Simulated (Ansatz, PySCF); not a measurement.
The molecule Ta2, closed-shell singlet (lowest of 2S+1 = 1, 3, 5, 7, 9, 11 at CCSD(T)/def2-TZVPP on PBE0 minima; our sources give no spin for the ground state, which may be another). No spin–orbit coupling.

The constants come from a fifth-degree fit in 1/R (seven points, main isotopes). In def2 and cc sets the state is the lowest found near the PBE0 minimum, followed along R. The singlet is held restricted.

Rows in LANL2DZ carry no dispersion term and start afresh at each structure. LANL2DZ brings its own core potentials from Na on.

The values were computed with Ansatz (Gaussian basis) for Hartree–Fock, density functionals and correlated methods; PySCF for LANL2DZ rows.  In def2 rows elements past Kr take small-core potentials, without spin–orbit coupling.

| level | r_e (Å) | ω_e (cm⁻¹) | ω_e x_e (cm⁻¹) |
|---|---|---|---|
| SVWN5/def2-TZVPP | 2.134 | 335 | 0.31 |
| PBE/def2-TZVPP | 2.150 | 325 | 0.31 |
| r2SCAN/def2-TZVPP | 2.132 | 339 | 0.30 |
| B97M-V/def2-TZVPP | 2.140 | … | 0.31 |
| B3LYP/LANL2DZ | 2.158 | 346 | 0.32 |
| B3LYP/def2-TZVPP | 2.138 | 335 | 0.29 |
| PBE0/def2-TZVPP | 2.119 | 347 | 0.28 |
| BHLYP/def2-TZVPP | … | … | 0.27 |

### Question
Fill in the missing entries.

### Answer

- BHLYP/def2-TZVPP, r_e (Å): 2.106
- BHLYP/def2-TZVPP, ω_e (cm⁻¹): 356
- B97M-V/def2-TZVPP, ω_e (cm⁻¹): 326

Ansatz is a program for electronic structure.
